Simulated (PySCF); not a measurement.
**Electronic structure of Sr (strontium, neutral) at the UHF level**

Configuration: [Kr] 4d2, high-spin 3F determinant (an excited configuration). Computed with PySCF 2.14 in x2c-TZVPPall, with scalar relativity by spin-free X2C-1e.

| Property | Result |
| --- | --- |
| Total energy | -3177.156809 hartree |
| One-electron energy | -4398.8921 hartree |
| Hartree (Coulomb) energy | 1325.8248 hartree |
| Exchange energy | -104.0894 hartree |
| ⟨S²⟩ | 2.0030 |
| ⟨L²⟩ | 12.022 |
| Sum of ⟨r⟩ | 30.89 bohr |
| Sum of ⟨r²⟩ | 71.06 bohr² |
| Langevin diamagnetic susceptibility | -56.3 ×10⁻⁶ cm³/mol |

| shell | electrons | mean orbital energy (eV) | spread (eV) | rms radius, mean of both spins (bohr) |
| --- | --- | --- | --- | --- |
| 1s β | 1 | -16195.6 | 0 | 0.0451 |
| 1s α | 1 | -16195.6 | 0 | 0.0451 |
| 2s α | 1 | -2259.6 | 0 | 0.187 |
| 2s β | 1 | -2259.5 | 0 | 0.187 |
| 2p α | 3 | -2002.3 | 0 | 0.166 |
| 2p β | 3 | -2002.3 | 0 | 0.166 |
| 3s β | 1 | -377.75 | 0 | 0.524 |
| 3s α | 1 | -377.75 | 0 | 0.524 |
| 3p α | 3 | -292.09 | 0 | 0.535 |
| 3p β | 3 | -292.08 | 0 | 0.535 |
| 3d α | 5 | -150.22 | 0.175 | 0.547 |
| 3d β | 5 | -150.13 | 0.038 | 0.547 |
| 4s α | 1 | -51.141 | 0 | 1.47 |
| 4s β | 1 | -50.697 | 0 | 1.47 |
| 4p α | 3 | -28.546 | 0 | 1.70 |
| 4p β | 3 | -27.669 | 0 | 1.70 |
| 4d α | 2 | -2.786 | 0 | 4.68 |

Densities and radii are taken from the X2C orbitals without a picture-change correction, which distorts them close to the nucleus.

Spin-orbit constants ζ (cm⁻¹) from the X2C one-electron operator on these orbitals: bare nucleus, nucleus screened by l(l+1)(2l+1)/3 electrons, and screened by the Breit-Pauli mean field of the electrons.

```
shell    bare  screened nucleus  mean field
   2p  375700            356000      347100
   3p   58120             55060       53430
   3d    7696              5671        5346
   4p    5686              5386        5201
   4d   107.5             79.22       68.42
```

To first order the Landé constant is A = 34.21 cm⁻¹, so the lowest level has J = 2 and lies 0.0170 eV below the centre of the term. This holds in LS coupling only.
